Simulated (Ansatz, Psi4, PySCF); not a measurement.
isobutane (C4H10), singlet, geometry from GFN2-xTB. Base run: CCSD(T)/STO-3G (PySCF).

Input for PySCF:
```python
from pyscf import gto, scf, cc

mol = gto.Mole()
mol.atom = '''
    C    -0.00195152   -0.00061004    0.38481069
    H    -0.00751045   -0.00234774    1.48094753
    C    -0.00123091    1.44790471   -0.09715431
    H     0.00424357    1.48409224   -1.18472901
    H    -0.88573890    1.97154531    0.25886234
    H     0.87836999    1.97364557    0.26781215
    C     1.25514309   -0.72222321   -0.09422305
    H     1.29052529   -0.73769513   -1.18172798
    H     2.14862954   -0.22046678    0.27077580
    H     1.26840623   -1.74929777    0.26388821
    C    -1.25239927   -0.72520857   -0.10694449
    H    -1.27670860   -0.74075155   -1.19475225
    H    -1.26684969   -1.75231611    0.25102616
    H    -2.15073527   -0.22558539    0.24896396
'''
mol.basis = 'sto-3g'
mol.verbose = 4
mol.build()

mf = scf.RHF(mol)
mf.kernel()

mycc = cc.CCSD(mf)
mycc.kernel()
et = mycc.ccsd_t()
print('E(CCSD(T)) = %.10f' % (mycc.e_tot + et))
```

The same geometry, method and basis name were run in Ansatz (a quantum-chemistry and plane-wave program) and Psi4 and PySCF, at each program's defaults and at the settings that a row names. The base is PySCF at its defaults. Differences at the defaults can come from grids, fitting, cores and function types together.

```tsv
code and settings	ΔE vs base (µEh)	basis functions	E (Eh)	SCF cycles
PySCF, defaults (exact integrals, spherical functions, all electrons correlated)	0.0	30	-155.74723	7
Psi4, defaults (exact integrals, spherical functions, all electrons correlated)	0.0	30	-155.74723	8
Ansatz, defaults (factorised integrals, spherical functions, frozen core)	1798	30	-155.74543	-
PySCF, frozen core	1778	30	-155.74545	7
Psi4, exact integrals, spherical functions, frozen core	1778	30	-155.74545	8
Ansatz, high accuracy, frozen core	1778	30	-155.74545	-
```
